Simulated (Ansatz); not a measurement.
System: ScCl₂, net charge 1, singlet state. 
Coordinates optimised at B3LYP-D3(BJ)/def2-TZVP (Ansatz, a first-principles code):
SMILES: [Cl][Sc+][Cl]
```xyz
3

Sc     0.4595     0.1534     0.5500
Cl     1.0673     0.2287    -1.5587
Cl    -1.6349    -0.4181     0.8793
```
Charge +1, spin multiplicity 1.

Basis-set convergence of Hartree-Fock and CCSD(T) correlation energies (hartree) with Ansatz. Correlated levels leave the core frozen unless marked. Spin-orbit coupling is left out. The frozen core is the preceding noble-gas configuration, with the filled d and f shells of earlier blocks. No relativistic terms.

| basis | functions | E(HF) | E(corr, CCSD(T)) | rough core time |
|---|---|---|---|---|
| def2-SVP | 67 | -1678.27472 | -0.35444 | under 20 s |
| def2-TZVPP | 148 | -1678.69416 | -0.48628 | under 20 s |
| def2-QZVPP | 233 | -1678.73425 | -0.52663 | 40 s |

Extrapolating the two largest sets (X = 3 and 4) as X^-3: E(corr) = (64·(-0.52663) - 27·(-0.48628))/37 = -0.5561 Eh, an estimate of the basis-set limit. The largest set recovers 94.7 % of it, the smallest 63.7 %.
